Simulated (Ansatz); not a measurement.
Computed with Ansatz on PBE0-D4/def2-TZVP structures; ΔE is electronic, products minus reactants. CBS: MP2 limit from def2 TZ/QZ plus the TZ coupled-cluster correction, frozen cores. This one scheme is used for every species. Functionals use def2-TZVPP. def2 core potentials past Kr. For Sn outer-core shells are correlated without core-valence functions, which leaves a few kJ/mol of doubt a bond. One conformer a species, not always the lowest.

Consider the formal exchange of groups at the Sn–B bond: `F[BH][SnH2][SiH3]` + CH₃SH → `[CH3][SnH2][SiH3]` + `FBS`.

`F[BH][SnH2][SiH3]`:

Z-matrix (Å, degrees):
```
Sn
B 1 2.268
Si 1 2.568 2 110.9
H 1 1.711 2 110.0 3 119.2
H 1 1.710 2 111.9 3 -121.3
F 2 1.318 1 119.6 3 94.3
H 2 1.202 1 123.8 3 -84.0
H 3 1.487 1 110.1 2 58.1
H 3 1.487 1 110.1 2 -61.5
H 3 1.487 1 110.6 2 178.3
```

CH₃SH:

Z-matrix (Å, degrees):
```
C
S 1 1.806
H 1 1.089 2 111.5
H 1 1.089 2 111.5 3 -123.8
H 1 1.090 2 106.2 3 118.1
H 2 1.342 1 97.1 3 61.9
```

`[CH3][SnH2][SiH3]`:

```xyz
11

C     1.742    0.550   -0.663
Sn   -0.355    0.820   -0.294
Si   -1.346   -1.231    0.884
H     2.144    1.429   -1.167
H     2.269    0.407    0.279
H     1.898   -0.325   -1.295
H    -0.576    2.218    0.670
H    -1.154    1.086   -1.785
H    -0.657   -1.461    2.183
H    -2.798   -1.049    1.147
H    -1.167   -2.444    0.041
```

`FBS`:

```xyz
5

F     0.677    1.635    0.249
B     0.356    0.354    0.205
S    -1.082   -0.119   -0.760
H     1.021   -0.440    0.798
H    -0.972   -1.429   -0.492
```

| level | ΔE (kJ/mol) |
| --- | --- |
| PBE0-D4 | -131.9 |
| SCS-MP2/def2-TZVPP | -137.4 |
| CCSD(T)/def2-TZVPP | -136.4 |
| HF/CBS(def2) | -128.5 |

What does CCSD(T)/CBS give? (Best estimate.)

Computed: -135.1 kJ/mol. The listed levels differ from it by 3.2, -2.3, -1.3, 6.6 kJ/mol.

Largest T1 diagnostic among the species: 0.014.

From BLYP to BHLYP (50 % exact exchange), in def2-TZVPP and without D4, ΔE moves by −3.4 kJ/mol. Leaving LDA and LC-ωPBE aside and taking each functional with its dispersion term where it has one, the values, not all of them listed here, spread over 12.8 kJ/mol, from B97M-V to revPBE-D4. LDA lies −4.5 kJ/mol from PBE without D4. In def2-TZVPP, CCSD(T) changes the Hartree–Fock value by −7.2 kJ/mol (the triples alone add −1.9 kJ/mol) and MP2 by −13.3 kJ/mol.
